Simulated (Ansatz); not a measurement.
`[F][Sn]([F])([F])[GeH3]` + H₂Te → `[GeH3][TeH]` + `[F][SnH]([F])[F]` at 500 K and 1 bar (cleavage of the Ge–Sn bond).

Gas-phase electronic energies from Ansatz, PBE0-D4/def2-TZVP geometries. CCSD(T)/CBS is the MP2 limit (def2-TZVPP, def2-QZVPP) plus CCSD(T) − MP2 in def2-TZVPP, frozen cores. def2 core potentials past Kr. For Ge, Sn, Te outer-core shells are correlated without core-valence functions, which leaves a few kJ/mol of doubt a bond. Scalar relativity is left out up to krypton.

```tsv
species	CCSD(T)/CBS energy (Eh)	H − E (kJ/mol)	S (J/(mol·K))
`[F][Sn]([F])([F])[GeH3]`	-2591.43115	129.1	465.0
H₂Te	-268.91024	48.9	247.6
`[GeH3][TeH]`	-2346.24724	110.0	352.4
`[F][SnH]([F])[F]`	-514.09299	67.5	356.3
```

H − E and S are ideal-gas, rigid-rotor, harmonic terms from PBE0-D4/def2-TZVP. 1 Eh = 2625.50 kJ/mol, R = 8.31446 J/(mol·K).

**Question.** By hand: ΔE, ΔH, ΔS and ΔG.

**Answer.** ΔE = (-2346.24724) + (-514.09299) − (-2591.43115) − (-268.91024) = 0.00116 Eh = 3.0 kJ/mol. Δ(H − E) = 110.0 + 67.5 − 129.1 − 48.9 = -0.5, so ΔH = 2.5 kJ/mol. ΔS = 352.4 + 356.3 − 465.0 − 247.6 = -3.9 J/(mol·K). ΔG = 2.5 − 500 × (-3.9)/1000 = 4.5 kJ/mol.

**Question.** By hand: the equilibrium constant, and the temperature at which ΔG would vanish if ΔH and ΔS stayed fixed.

**Answer.** log₁₀ K = −ΔG/(RT ln 10) = -0.5. ΔH and −TΔS have one sign here, so there is no such temperature. One of them is within its doubt of zero, so this could turn.

TΔS isn't small against ΔH here. The sign of ΔG lies within the doubt. A doubt of 5 kJ/mol in ΔE shifts log₁₀ K by 0.5 here. Modes under 60 cm⁻¹, often nearly free rotors, make the harmonic entropy too high. These are equilibria of isolated gas molecules and say nothing of rates. Largest T1 diagnostic: 0.015 (customary marks: 0.02 for closed shells, 0.045 for open ones).
